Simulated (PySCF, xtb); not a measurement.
Te(Cl)2 cation (Cl2Te), SMILES Cl[Te]Cl (connectivity only; charge and spin as stated), charge +1, multiplicity 2.

Harmonic wavenumbers (cm⁻¹) from GFN2-xTB (xtb) at its own minimum, in rising order: 117, 381, 401.

What does PBE-D3(BJ)/def2-TZVP run with PySCF give at its own minimum? (The exact figures need the calculation; the answer reports its results.)

135, 405, 413. Paired by order, the mean absolute difference is 18 cm⁻¹ and the zero-point energies are 1.3 and 1.4 kcal/mol.
